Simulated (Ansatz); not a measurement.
Born–Oppenheimer molecular dynamics of a periodic cell of 24 atoms, HCl (contents 12 HCl, density as packed 1.19 g/cm³ with natural masses). It starts from a partly relaxed structure (largest force component 0.07 eV/Å).

The calculation used DFT r2SCAN, scalar-relativistic, plane waves, PAW (Ansatz 0.2.0). Settings: accuracy low, cutoff 500 eV, k mesh 1x1x1, fermi-dirac smearing 0.05 eV, no spin polarisation.

```yaml
ensemble: NVT, Langevin thermostat
time_step: 0.5 fs
steps_asked: 40
set_temperature: 350 K
friction: 0.02 /fs
seed: 142541
```

Frames 0.5 fs apart, positions in Å, forces in eV/Å.

Velocities at 0.0 fs (Å/ps):

```
Cl -1.31 2.22 3.92
H 6.46 -33.47 -9.87
Cl -2.62 -1.69 -4.92
H -15.40 22.50 -1.83
Cl -4.22 -0.41 -3.02
H 23.75 16.85 4.82
Cl 0.43 -1.87 2.40
H -3.20 -8.23 16.78
Cl -2.38 0.37 -6.62
H -15.29 -34.74 -11.88
Cl 3.87 1.29 2.98
H 15.99 14.55 7.93
Cl 3.88 -1.11 0.62
H 25.38 20.06 6.29
Cl 4.17 -0.10 2.32
H 0.11 16.17 -28.98
Cl -2.71 0.44 0.33
H -30.14 -17.18 9.48
Cl 1.47 -1.62 4.60
H -5.13 15.15 19.18
Cl 1.17 -1.02 -2.15
H -21.61 -9.63 4.60
Cl -1.90 3.35 -1.09
H 23.78 3.27 5.94
```

```xyz
24
Lattice="8.4902 0.0000 0.0000 0.0000 8.4902 0.0000 0.0000 0.0000 8.4902" Properties=species:S:1:pos:R:3:forces:R:3 time_fs=0.0 energy_less_start_eV=0.000 T=335
Cl 4.962 5.044 8.100 0.02 -0.04 0.00
H 5.614 3.949 7.866 -0.04 0.07 -0.01
Cl 0.438 1.582 3.435 0.00 0.02 -0.01
H 0.368 2.433 2.480 0.01 -0.02 -0.02
Cl 0.079 5.130 5.097 0.00 0.01 0.00
H 0.366 6.310 5.545 0.00 -0.01 0.00
Cl 5.200 1.044 2.669 0.00 0.01 -0.04
H 6.077 0.230 2.168 0.01 -0.01 0.00
Cl 1.354 4.124 8.607 0.00 -0.01 -0.01
H 2.311 3.880 7.774 -0.01 0.00 0.01
Cl 5.345 5.048 3.474 0.01 -0.01 0.00
H 6.434 5.200 4.159 0.01 0.00 0.02
Cl 2.523 7.131 1.794 0.00 -0.03 -0.01
H 2.190 6.029 1.200 0.03 0.01 0.01
Cl 1.388 8.239 6.547 0.02 0.00 0.00
H 2.607 8.017 6.181 -0.01 0.00 0.00
Cl 6.975 2.065 7.442 0.01 0.01 -0.01
H 6.140 1.205 6.957 -0.02 0.01 -0.01
Cl 7.498 7.192 1.073 0.04 0.03 0.02
H 8.669 7.640 1.403 -0.07 -0.01 0.00
Cl 3.393 2.872 5.555 0.00 -0.01 0.01
H 4.127 3.757 4.952 0.00 0.00 0.02
Cl 5.034 7.928 5.762 -0.01 0.00 0.01
H 5.037 8.562 4.616 0.01 -0.01 0.04
24
Lattice="8.4902 0.0000 0.0000 0.0000 8.4902 0.0000 0.0000 0.0000 8.4902" Properties=species:S:1:pos:R:3:forces:R:3 time_fs=0.5 energy_less_start_eV=0.015 T=338
Cl 4.961 5.045 8.102 0.25 -0.43 -0.09
H 5.617 3.933 7.861 -0.26 0.45 0.08
Cl 0.436 1.581 3.433 -0.01 0.17 -0.17
H 0.362 2.445 2.480 0.02 -0.17 0.14
Cl 0.077 5.131 5.096 0.08 0.32 0.12
H 0.378 6.319 5.548 -0.07 -0.31 -0.11
Cl 5.200 1.043 2.671 -0.02 0.03 -0.02
H 6.076 0.226 2.176 0.03 -0.03 -0.02
Cl 1.353 4.124 8.604 -0.03 -0.02 0.01
H 2.302 3.861 7.770 0.01 0.00 0.00
Cl 5.348 5.049 3.475 0.18 0.02 0.10
H 6.442 5.208 4.163 -0.17 -0.03 -0.09
Cl 2.525 7.130 1.794 0.09 0.30 0.17
H 2.202 6.040 1.204 -0.07 -0.31 -0.17
Cl 1.390 8.239 6.548 0.06 -0.01 -0.03
H 2.607 8.025 6.166 -0.05 0.01 0.01
Cl 6.973 2.066 7.442 -0.22 -0.21 -0.13
H 6.126 1.196 6.962 0.21 0.24 0.11
Cl 7.499 7.192 1.075 0.10 0.05 0.04
H 8.667 7.647 1.412 -0.12 -0.04 -0.02
Cl 3.394 2.872 5.554 -0.16 -0.21 0.14
H 4.117 3.752 4.954 0.16 0.19 -0.10
Cl 5.034 7.929 5.761 -0.01 -0.04 0.09
H 5.048 8.563 4.620 0.00 0.03 -0.04
24
Lattice="8.4902 0.0000 0.0000 0.0000 8.4902 0.0000 0.0000 0.0000 8.4902" Properties=species:S:1:pos:R:3:forces:R:3 time_fs=1.0 energy_less_start_eV=0.053 T=334
Cl 4.961 5.047 8.104 0.43 -0.75 -0.16
H 5.619 3.918 7.856 -0.43 0.76 0.15
Cl 0.435 1.580 3.430 -0.02 0.30 -0.31
H 0.356 2.457 2.480 0.03 -0.30 0.28
Cl 0.074 5.131 5.094 0.15 0.57 0.21
H 0.389 6.327 5.551 -0.14 -0.56 -0.20
Cl 5.200 1.042 2.672 -0.01 0.03 -0.02
H 6.078 0.221 2.184 0.02 -0.02 -0.03
Cl 1.352 4.125 8.600 -0.07 -0.02 0.03
H 2.294 3.841 7.767 0.05 0.00 -0.03
Cl 5.350 5.049 3.477 0.33 0.05 0.19
H 6.451 5.216 4.166 -0.31 -0.06 -0.18
Cl 2.526 7.130 1.794 0.20 0.65 0.36
H 2.215 6.050 1.207 -0.16 -0.65 -0.35
Cl 1.392 8.238 6.549 0.14 -0.03 -0.06
H 2.608 8.034 6.149 -0.13 0.02 0.04
Cl 6.972 2.066 7.443 -0.43 -0.41 -0.23
H 6.111 1.188 6.966 0.41 0.43 0.21
Cl 7.500 7.192 1.078 0.13 0.07 0.05
H 8.665 7.654 1.420 -0.15 -0.05 -0.03
Cl 3.394 2.871 5.553 -0.30 -0.39 0.25
H 4.110 3.748 4.957 0.30 0.36 -0.22
Cl 5.033 7.931 5.761 0.00 -0.07 0.16
H 5.059 8.565 4.623 0.00 0.07 -0.11
24
Lattice="8.4902 0.0000 0.0000 0.0000 8.4902 0.0000 0.0000 0.0000 8.4902" Properties=species:S:1:pos:R:3:forces:R:3 time_fs=1.5 energy_less_start_eV=0.104 T=315
Cl 4.960 5.048 8.105 0.56 -1.00 -0.22
H 5.618 3.905 7.850 -0.56 1.00 0.21
Cl 0.434 1.579 3.428 -0.04 0.40 -0.42
H 0.348 2.467 2.482 0.04 -0.41 0.38
Cl 0.072 5.132 5.092 0.21 0.76 0.29
H 0.401 6.332 5.554 -0.20 -0.74 -0.27
Cl 5.200 1.040 2.673 -0.01 0.02 -0.02
H 6.080 0.218 2.191 0.02 -0.02 -0.03
Cl 1.351 4.125 8.597 -0.07 -0.03 0.03
H 2.287 3.820 7.765 0.04 0.01 -0.02
Cl 5.352 5.050 3.478 0.43 0.07 0.25
H 6.458 5.223 4.168 -0.41 -0.08 -0.24
Cl 2.528 7.130 1.794 0.28 0.96 0.53
H 2.227 6.059 1.209 -0.25 -0.97 -0.53
Cl 1.394 8.237 6.551 0.25 -0.05 -0.11
H 2.611 8.042 6.133 -0.24 0.03 0.09
Cl 6.971 2.065 7.443 -0.61 -0.57 -0.31
H 6.097 1.181 6.971 0.58 0.60 0.29
Cl 7.501 7.192 1.081 0.16 0.08 0.06
H 8.662 7.661 1.427 -0.18 -0.07 -0.04
Cl 3.395 2.871 5.552 -0.43 -0.54 0.35
H 4.103 3.746 4.959 0.42 0.52 -0.31
Cl 5.032 7.932 5.761 -0.01 -0.10 0.22
H 5.069 8.567 4.625 -0.01 0.10 -0.16
24
Lattice="8.4902 0.0000 0.0000 0.0000 8.4902 0.0000 0.0000 0.0000 8.4902" Properties=species:S:1:pos:R:3:forces:R:3 time_fs=2.0 energy_less_start_eV=0.158 T=294
Cl 4.960 5.050 8.107 0.67 -1.20 -0.27
H 5.617 3.894 7.843 -0.65 1.19 0.26
Cl 0.433 1.578 3.425 -0.04 0.46 -0.47
H 0.340 2.477 2.486 0.05 -0.46 0.44
Cl 0.069 5.133 5.090 0.26 0.91 0.35
H 0.412 6.337 5.556 -0.25 -0.89 -0.33
Cl 5.201 1.039 2.675 -0.01 0.03 -0.02
H 6.081 0.215 2.199 0.03 -0.02 -0.04
Cl 1.350 4.126 8.594 -0.04 -0.04 0.00
H 2.281 3.799 7.762 0.01 0.03 0.01
Cl 5.354 5.050 3.479 0.50 0.08 0.29
H 6.462 5.231 4.171 -0.48 -0.09 -0.28
Cl 2.530 7.130 1.794 0.35 1.23 0.68
H 2.238 6.066 1.210 -0.32 -1.23 -0.67
Cl 1.396 8.236 6.552 0.37 -0.07 -0.17
H 2.614 8.049 6.118 -0.36 0.05 0.14
Cl 6.969 2.065 7.444 -0.75 -0.68 -0.37
H 6.084 1.176 6.977 0.71 0.72 0.34
Cl 7.502 7.192 1.083 0.17 0.09 0.06
H 8.659 7.668 1.433 -0.19 -0.08 -0.05
Cl 3.396 2.870 5.551 -0.53 -0.67 0.44
H 4.097 3.743 4.960 0.52 0.64 -0.40
Cl 5.032 7.934 5.760 -0.01 -0.13 0.28
H 5.078 8.568 4.627 -0.01 0.13 -0.21
24
Lattice="8.4902 0.0000 0.0000 0.0000 8.4902 0.0000 0.0000 0.0000 8.4902" Properties=species:S:1:pos:R:3:forces:R:3 time_fs=2.5 energy_less_start_eV=0.206 T=281
Cl 4.960 5.051 8.108 0.74 -1.34 -0.31
H 5.616 3.886 7.838 -0.71 1.33 0.30
Cl 0.432 1.577 3.422 -0.05 0.52 -0.52
H 0.333 2.487 2.490 0.06 -0.52 0.48
Cl 0.066 5.134 5.089 0.31 1.03 0.40
H 0.423 6.340 5.557 -0.30 -1.00 -0.37
Cl 5.201 1.038 2.676 0.01 0.01 -0.03
H 6.084 0.212 2.206 0.01 -0.01 -0.04
Cl 1.349 4.126 8.591 0.01 -0.07 -0.05
H 2.276 3.777 7.759 -0.04 0.05 0.05
Cl 5.357 5.050 3.481 0.51 0.09 0.30
H 6.464 5.239 4.172 -0.49 -0.10 -0.29
Cl 2.532 7.130 1.794 0.39 1.40 0.79
H 2.249 6.071 1.208 -0.35 -1.40 -0.77
Cl 1.398 8.235 6.553 0.47 -0.09 -0.21
H 2.616 8.055 6.104 -0.46 0.06 0.19
Cl 6.968 2.065 7.444 -0.88 -0.79 -0.42
H 6.072 1.172 6.982 0.83 0.83 0.39
Cl 7.503 7.192 1.085 0.13 0.08 0.06
H 8.655 7.674 1.439 -0.16 -0.07 -0.04
Cl 3.397 2.870 5.550 -0.60 -0.76 0.49
H 4.094 3.742 4.960 0.59 0.73 -0.45
Cl 5.030 7.935 5.760 -0.01 -0.16 0.34
H 5.087 8.570 4.631 -0.01 0.17 -0.28
24
Lattice="8.4902 0.0000 0.0000 0.0000 8.4902 0.0000 0.0000 0.0000 8.4902" Properties=species:S:1:pos:R:3:forces:R:3 time_fs=3.0 energy_less_start_eV=0.242 T=275
Cl 4.961 5.052 8.110 0.78 -1.43 -0.34
H 5.613 3.881 7.832 -0.75 1.42 0.33
Cl 0.431 1.576 3.420 -0.06 0.57 -0.56
H 0.326 2.496 2.495 0.07 -0.57 0.52
Cl 0.063 5.136 5.087 0.35 1.11 0.43
H 0.434 6.341 5.558 -0.34 -1.08 -0.40
Cl 5.201 1.037 2.678 0.04 -0.01 -0.04
H 6.088 0.208 2.214 -0.02 0.02 -0.03
Cl 1.349 4.126 8.588 0.09 -0.11 -0.12
H 2.272 3.756 7.757 -0.12 0.09 0.12
Cl 5.360 5.051 3.482 0.50 0.10 0.29
H 6.465 5.248 4.174 -0.48 -0.10 -0.28
Cl 2.534 7.129 1.793 0.41 1.47 0.83
H 2.259 6.073 1.205 -0.37 -1.47 -0.82
Cl 1.400 8.233 6.554 0.52 -0.10 -0.25
H 2.616 8.059 6.091 -0.52 0.07 0.22
Cl 6.967 2.065 7.445 -0.99 -0.88 -0.46
H 6.062 1.168 6.989 0.93 0.92 0.42
Cl 7.504 7.192 1.088 0.06 0.05 0.04
H 8.651 7.678 1.444 -0.08 -0.04 -0.02
Cl 3.397 2.869 5.549 -0.62 -0.79 0.51
H 4.092 3.741 4.958 0.61 0.75 -0.46
Cl 5.029 7.937 5.760 -0.01 -0.20 0.41
H 5.093 8.573 4.634 -0.01 0.21 -0.34
24
Lattice="8.4902 0.0000 0.0000 0.0000 8.4902 0.0000 0.0000 0.0000 8.4902" Properties=species:S:1:pos:R:3:forces:R:3 time_fs=3.5 energy_less_start_eV=0.253 T=274
Cl 4.961 5.053 8.111 0.79 -1.46 -0.36
H 5.610 3.879 7.828 -0.75 1.45 0.34
Cl 0.430 1.575 3.417 -0.06 0.57 -0.55
H 0.321 2.503 2.501 0.07 -0.58 0.52
Cl 0.061 5.137 5.086 0.38 1.14 0.45
H 0.444 6.340 5.560 -0.36 -1.10 -0.42
Cl 5.201 1.036 2.678 0.08 -0.05 -0.06
H 6.092 0.205 2.221 -0.06 0.05 -0.02
Cl 1.348 4.126 8.586 0.18 -0.15 -0.20
H 2.270 3.734 7.755 -0.21 0.14 0.20
Cl 5.363 5.051 3.484 0.47 0.10 0.27
H 6.466 5.257 4.175 -0.46 -0.11 -0.26
Cl 2.536 7.129 1.793 0.38 1.42 0.80
H 2.268 6.071 1.201 -0.34 -1.42 -0.79
Cl 1.402 8.232 6.556 0.55 -0.11 -0.27
H 2.615 8.064 6.078 -0.54 0.07 0.24
Cl 6.965 2.064 7.446 -1.04 -0.92 -0.47
H 6.054 1.165 6.996 0.99 0.96 0.43
Cl 7.505 7.192 1.090 -0.02 0.01 0.01
H 8.645 7.681 1.450 0.00 0.00 0.00
Cl 3.398 2.868 5.548 -0.59 -0.75 0.48
H 4.091 3.743 4.955 0.58 0.72 -0.44
Cl 5.028 7.938 5.760 -0.02 -0.24 0.48
H 5.100 8.575 4.638 -0.01 0.25 -0.41
24
Lattice="8.4902 0.0000 0.0000 0.0000 8.4902 0.0000 0.0000 0.0000 8.4902" Properties=species:S:1:pos:R:3:forces:R:3 time_fs=4.0 energy_less_start_eV=0.237 T=292
Cl 4.962 5.054 8.112 0.77 -1.43 -0.36
H 5.607 3.881 7.824 -0.73 1.42 0.34
Cl 0.429 1.574 3.415 -0.06 0.55 -0.52
H 0.318 2.507 2.506 0.07 -0.55 0.48
Cl 0.058 5.139 5.084 0.39 1.10 0.44
H 0.452 6.336 5.560 -0.37 -1.07 -0.41
Cl 5.201 1.034 2.679 0.11 -0.07 -0.07
H 6.097 0.204 2.228 -0.09 0.08 -0.01
Cl 1.347 4.126 8.583 0.26 -0.20 -0.27
H 2.269 3.713 7.755 -0.30 0.19 0.28
Cl 5.366 5.051 3.485 0.43 0.10 0.25
H 6.466 5.266 4.176 -0.43 -0.11 -0.24
Cl 2.538 7.130 1.793 0.33 1.20 0.69
H 2.276 6.065 1.195 -0.29 -1.20 -0.68
Cl 1.404 8.230 6.557 0.55 -0.10 -0.28
H 2.613 8.071 6.066 -0.54 0.06 0.25
Cl 6.964 2.064 7.447 -1.04 -0.91 -0.46
H 6.048 1.166 7.006 0.99 0.95 0.42
Cl 7.506 7.193 1.093 -0.10 -0.02 -0.01
H 8.641 7.684 1.455 0.08 0.03 0.03
Cl 3.398 2.868 5.547 -0.51 -0.66 0.42
H 4.090 3.746 4.950 0.51 0.63 -0.37
Cl 5.027 7.940 5.760 -0.02 -0.27 0.53
H 5.106 8.576 4.641 -0.01 0.28 -0.46
```

Of the whole run (20 fs, mean temperature of the second half 311 K): The mean temperature of the second half is 11 % below the set value. A run of 0.02 ps of so small a system gives no equilibrium averages. Limits of this set-up: coarse k mesh, low accuracy level.

Time of the run: 12 min on 1 thread of Arm Neoverse V1, on a shared host, peak memory 1 GiB.
